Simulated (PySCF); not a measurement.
A run for PySCF: R-MP2/6-31G* on CH4O (SMILES CO) with ghost functions.

```python
from pyscf import gto, scf, dft, mp
from pyscf.data.elements import chemcore

mol = gto.M(
    atom='''
    C    -0.63362762    0.24077268    0.05274140
    O     0.68303426   -0.15537351    0.40825259
    H    -1.24813761   -0.60853692   -0.26510063
    H    -0.54117946    0.93092368   -0.78458703
    H    -1.14282022    0.75867897    0.87304389
    H     0.62855758   -0.77085626    1.14619712
    ghost-C   -0.12198993   -0.75923077    3.70113139
    ghost-C    0.14892866    0.73919603    3.80483642
    ghost-H   -0.49769444   -1.16579727    4.64185157
    ghost-H    0.78809332   -1.31189749    3.45380265
    ghost-H   -0.87234139   -0.97844676    2.93713260
    ghost-H   -0.76227598    1.28881342    4.04821865
    ghost-H    0.54015762    1.13552300    2.86670890
    ghost-H    0.88121998    0.95277519    4.58543691
    ''',
    basis='6-31g*',
    cart=True,
    charge=0, spin=0, verbose=3, max_memory=1800)
mf = scf.RHF(mol)
mf.conv_tol = 1e-8
mf.max_cycle = 100
mf.kernel()
if not mf.converged:
    mf = mf.newton().run(mf.mo_coeff, mf.mo_occ)
pt = mp.MP2(mf, frozen=chemcore(mol)).run()
```

**Question.** What total energy does the run end on?

**Answer.** -115.3485 hartree.
